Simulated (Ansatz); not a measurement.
Energy needed to pull apart AlH3SeO (SMILES [AlH2][O][SeH]), singlet, into free ground-state atoms, from the structure below (displaced at random from a GFN2-xTB minimum); no zero-point or spin–orbit terms; open-shell atoms are treated unrestricted, in their ground-state multiplicity.

Al1  (-1.116, -0.085, -0.573)
O2  (0.282, -0.202, 0.387)
Se3  (1.761, -0.382, 1.427)
H4  (-1.930, -1.353, -0.892)
H5  (-1.502, 1.336, -1.095)
H6  (2.485, 0.721, 0.738)
(Å)

Program: Ansatz 0.2.0. Basis: def2-TZVPP. Cores are frozen in the correlated methods. Filled d shells of the heavier atoms are correlated. The def2 sets are not built for correlating such inner shells, so the correlated values are less sure here.

```tsv
method	atomization energy (kcal/mol)
PBE-D4	384.4
BLYP-D4	384.3
r2SCAN-D4	?
PBE0-D4	372.7
wB97X-V	384.9
wB97M-V	?
HF	251.5
MP2	377.3
CCSD	364.2
CCSD(T)	371.3
```

Q: What does wB97M-V give? (Judge from chemistry; the value comes from the calculation.)

A: Computed: 382.0 kcal/mol, which is about 10.7 kcal/mol more than CCSD(T)/def2-TZVPP.

Q: What does r2SCAN-D4 give? (An estimate is asked for; the value comes from the calculation.)

A: Computed: 382.7 kcal/mol, which is about 11.4 kcal/mol more than CCSD(T)/def2-TZVPP.

In triple zeta the MP2 and coupled-cluster atomization energies are still short of their basis limit by a few kcal/mol a bond, whereas those of the functionals are nearly converged, so these differences are not deviations from converged CCSD(T).

T1 diagnostic: at most 0.013.

For scale, one of the runs: CCSD(T)/def2-TZVPP forces, 163 basis functions (an equivalent command: `ansatz run in.yaml --threads 4`). Time: 110 s of wall clock on 4 CPU threads; the host was shared. Peak host memory: 2.2 GiB.
